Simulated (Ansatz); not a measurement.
Basis-set extrapolation for Cl2F2H2O2Si2 (`O[SiH](Cl)O[Si](F)(F)Cl`) (PBE0-D4/def2-TZVP geometry, frozen core, Ansatz 0.2.0). Multiplicity 1, RHF reference.

```csv
,def2-TZVPP,def2-QZVPP
HF,-1847.282935,-1847.345378
MP2 correlation,-1.561455,-1.708367
CCSD(T) correlation,-1.659055,not run
```

Energies in hartree. Use E(X) = E(∞) + A·exp(−7.88·√X) for Hartree–Fock and E(X) = E(∞) + B·X^(−2.97) for correlation, with X = 3 and 4, and add CCSD(T) minus MP2 of the smaller set to the MP2 limit.

Question: What is the CCSD(T) energy at the basis-set limit?

Answer: HF limit: -1847.345378 + (-0.062443) × 0.13774 = -1847.35398. MP2 limit: -1.708367 + (-0.146912) × 0.74074 = -1.81719. Higher-order term: -1.659055 − (-1.561455) = -0.09760. Total: -1849.26877 hartree, 205.1 kcal/mol below CCSD(T)/def2-TZVPP.
